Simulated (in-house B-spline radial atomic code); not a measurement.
Ionising F VIII (F7+) with different functionals

Computed with a B-spline radial code for spherical atoms: scalar-relativistic (spin-free X2C) Hamiltonian, Fermi nucleus of rms radius 2.8976 fm, spin-polarised at highest spin, spherical fractional occupations for the functionals, the average over the highest-spin determinants for Hartree-Fock. The ionisation energy is the difference of two self-consistent energies, 1s2 → 1s1, without Breit or QED terms; ε is the level of the shell that loses the electron (its least bound occupied spin orbital).

```json
{"method": "Hartree-Fock", "rung": "Hartree-Fock", "ΔSCF (eV)": "952.86", "-ε(1s) (eV)": "954.39"}
{"method": "HF fractional", "rung": "Hartree-Fock", "ΔSCF (eV)": "952.86", "-ε(1s) (eV)": "954.39"}
{"method": "LDA VWN5", "rung": "LDA", "ΔSCF (eV)": "947.00", "-ε(1s) (eV)": "895.12"}
{"method": "LDA PW92", "rung": "LDA", "ΔSCF (eV)": "946.97", "-ε(1s) (eV)": "895.11"}
{"method": "LDA exchange-only", "rung": "LDA", "ΔSCF (eV)": "942.96", "-ε(1s) (eV)": "892.26"}
{"method": "PBE", "rung": "GGA", "ΔSCF (eV)": "952.78", "-ε(1s) (eV)": "900.39"}
{"method": "PBEsol", "rung": "GGA", "ΔSCF (eV)": "950.03", "-ε(1s) (eV)": "897.83"}
{"method": "BLYP", "rung": "GGA", "ΔSCF (eV)": "953.87", "-ε(1s) (eV)": "901.28"}
{"method": "RPBE", "rung": "GGA", "ΔSCF (eV)": "953.98", "-ε(1s) (eV)": "901.03"}
{"method": "PW91", "rung": "GGA", "ΔSCF (eV)": "953.27", "-ε(1s) (eV)": "900.97"}
{"method": "BP86", "rung": "GGA", "ΔSCF (eV)": "954.51", "-ε(1s) (eV)": "901.21"}
{"method": "AM05", "rung": "GGA", "ΔSCF (eV)": "948.72", "-ε(1s) (eV)": "895.94"}
{"method": "OLYP", "rung": "GGA", "ΔSCF (eV)": "953.98", "-ε(1s) (eV)": "901.26"}
{"method": "TPSS", "rung": "meta-GGA", "ΔSCF (eV)": "954.30", "-ε(1s) (eV)": "904.58"}
{"method": "SCAN", "rung": "meta-GGA", "ΔSCF (eV)": "954.18", "-ε(1s) (eV)": "906.48"}
{"method": "r2SCAN", "rung": "meta-GGA", "ΔSCF (eV)": "954.18", "-ε(1s) (eV)": "906.48"}
{"method": "revTPSS", "rung": "meta-GGA", "ΔSCF (eV)": "954.34", "-ε(1s) (eV)": "905.37"}
{"method": "PBE0", "rung": "global hybrid", "ΔSCF (eV)": "953.08", "-ε(1s) (eV)": "914.10"}
{"method": "B3LYP", "rung": "global hybrid", "ΔSCF (eV)": "953.79", "-ε(1s) (eV)": "911.93"}
{"method": "TPSSh", "rung": "global hybrid", "ΔSCF (eV)": "954.29", "-ε(1s) (eV)": "909.65"}
{"method": "BHandHLYP", "rung": "global hybrid", "ΔSCF (eV)": "954.04", "-ε(1s) (eV)": "928.44"}
{"method": "r2SCAN0", "rung": "global hybrid", "ΔSCF (eV)": "954.15", "-ε(1s) (eV)": "918.61"}
{"method": "B97-1", "rung": "global hybrid", "ΔSCF (eV)": "954.27", "-ε(1s) (eV)": "912.44"}
{"method": "HSE06", "rung": "range-separated hybrid", "ΔSCF (eV)": "953.16", "-ε(1s) (eV)": "913.72"}
{"method": "wB97X", "rung": "range-separated hybrid", "ΔSCF (eV)": "956.22", "-ε(1s) (eV)": "913.96"}
{"method": "CAM-B3LYP", "rung": "range-separated hybrid", "ΔSCF (eV)": "953.68", "-ε(1s) (eV)": "913.79"}
{"method": "LC-wPBE", "rung": "range-separated hybrid", "ΔSCF (eV)": "952.91", "-ε(1s) (eV)": "906.57"}
```

Question: Among the functionals, which spreads more, the ΔSCF values or the orbital energies?

Answer: The orbital energies: ΔSCF values span about 13.25 eV and the orbital energies 36.19 eV.

Question: How do they compare with the NIST value?

Answer: NIST lists 953.898 eV (tabulated theory, ground level to ground level). Errors run from -10.94 to +2.32 eV; BLYP is closest (-0.03 eV), but part of that can be cancellation, since the calculations leave out Breit-QED terms. Hartree-Fock also lacks correlation.
